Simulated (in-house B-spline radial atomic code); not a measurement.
Sn⁹⁺. Computed with a B-spline radial atomic code. Model: all-electron spherical atom, spin shells full or empty, radial basis limit, no spin-orbit coupling: exact exchange with a local potential (Slater, KLI or optimised effective potential, whose far tail is KLI's), no correlation.

Exchange potential has not reached -1/r at the last radius.

The run also made RPA and GW results, which its time includes.

The Slater potential averages the orbital exchange potentials with the orbital densities as weights, KLI adds orbital constants, and the optimised effective potential minimises the exact-exchange energy among local potentials. So their energies lie above Hartree-Fock in the order OEP, KLI, Slater. All fall off as −1/r, unlike LDA and GGA exchange.

Command:
```bash
python run_gw.py task.json out
```
Settings (lengths in bohr, energies in hartree):
```
Z                      50
electrons              41
configuration          [Kr] 4d5
hamiltonian            nr
method                 oep
lmax                   9
spin_polarised         True
box_radius             7.11
intervals              70
```

Run time, properties included: 8.8 s on 1 thread of Arm Neoverse N1, with other jobs on the host.

Given: hamiltonian non-relativistic; mean-field start exchange-only OEP.

Computed: energy above Hartree-Fock 12.983 millihartree; virial ratio -E/T less 1 0.

| radius (bohr) | r times exchange potential up (hartree bohr) | r times exchange potential down (hartree bohr) |
| --- | --- | --- |
| 0.001 | -0.040883 | -0.04097 |
| 0.00123 | ? | ? |
| 0.00152 | -0.062 | -0.062132 |
| 0.00188 | -0.076523 | -0.076686 |
| 0.00232 | -0.094132 | -0.094332 |
| 0.00287 | -0.11589 | -0.11614 |
| 0.00354 | -0.14194 | -0.14225 |
| 0.00438 | -0.17379 | -0.17417 |
| 0.0054 | -0.21107 | -0.21154 |
| 0.00667 | -0.25513 | -0.25571 |
| 0.00824 | -0.30564 | -0.30635 |
| 0.0102 | -0.36217 | -0.36304 |
| 0.0126 | -0.4213 | -0.42238 |
| 0.0155 | -0.47807 | -0.47938 |
| 0.0191 | -0.52711 | -0.52868 |
| 0.0236 | -0.55757 | -0.55947 |
| 0.0292 | -0.55565 | -0.55788 |
| 0.036 | -0.52359 | -0.5261 |
| 0.0445 | -0.51992 | -0.52274 |
| 0.0549 | -0.62062 | -0.62384 |
| 0.0678 | -0.77914 | -0.78238 |
| 0.0837 | -0.91205 | -0.91457 |
| 0.103 | -0.98377 | -0.98413 |
| 0.128 | -0.96516 | -0.95613 |
| 0.158 | -0.89996 | -0.86607 |
| 0.195 | -1.0262 | -0.98784 |
| 0.24 | -1.2746 | -1.2568 |
| 0.297 | -1.4265 | -1.4209 |
| 0.366 | -1.4012 | -1.42 |
| 0.452 | -1.1087 | -1.2085 |
| 0.559 | ? | ? |
| 0.69 | -1.5015 | -1.2678 |
| 0.852 | -1.7078 | -1.4188 |
| 1.05 | -1.7088 | -1.4221 |
| 1.3 | -1.5549 | -1.3473 |
| 1.6 | -1.3612 | -1.2503 |
| 1.98 | -1.2081 | -1.1592 |

Question: What belongs in the row 0.00123?

Answer: r times exchange potential up (hartree bohr): -0.05024; r times exchange potential down (hartree bohr): -0.050346.

Question: What belongs in the row 0.559?

Answer: r times exchange potential up (hartree bohr): -1.0596; r times exchange potential down (hartree bohr): -0.99408.

```
occupied  level (hartree)  Hartree-Fock level (hartree)
   1s up          -1034.6                       -1047.4
 1s down                ?                             ?
   2s up           -158.4                       -163.21
 2s down          -158.33                       -163.08
   2p up          -148.55                       -152.72
 2p down          -148.51                       -152.59
   3s up                ?                             ?
 3s down          -35.781                       -37.597
   3p up          -31.708                       -33.277
 3p down          -31.718                       -33.207
   3d up          -24.242                       -25.276
 3d down          -24.206                       -25.123
   4s up           -10.72                       -11.282
 4s down          -10.464                       -10.762
   4p up           -9.313                       -9.6884
 4p down          -9.0602                       -9.0601
   4d up          -6.9047                        -6.905
```

Question: What belongs in the row 1s down?

Answer: level (hartree): -1034.7; Hartree-Fock level (hartree): -1047.4.

Question: What belongs in the row 3s up?

Answer: level (hartree): -35.761; Hartree-Fock level (hartree): -37.655.

```csv
empty,level (hartree)
4d down,-6.6644
5s up,-4.7557
5s down,-4.6741
5p up,-4.2533
4f up,?
5p down,-4.1826
4f down,-4.0613
5d up,?
5d down,-3.3626
```

Question: What belongs in the row 4f up?

Answer: level (hartree): -4.2467.

Question: What belongs in the row 5d up?

Answer: level (hartree): -3.4169.

The highest level, 4d up, differs from Hartree-Fock by +0.0062 eV and the deepest, 1s down, by +344 eV: a local potential can match the highest level but can't give each shell its own exchange.
